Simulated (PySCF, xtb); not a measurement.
Si(H)3(SMe) (CH6SSi), SMILES CS[SiH3].

GFN2-xTB (xtb 6.7.1) at its own geometry gives an orbital gap of 4.25 eV and a dipole moment of 2.70 D.

Coordinates come from a B3LYP-D3(BJ)/def2-SVP optimisation.

Question: What does PBE0/def2-TZVPD run with PySCF give? (Estimate from the structure and the level; the computed values follow.)

Answer: gap 6.79 eV (levels -6.97 and -0.18 eV), dipole 1.46 D.
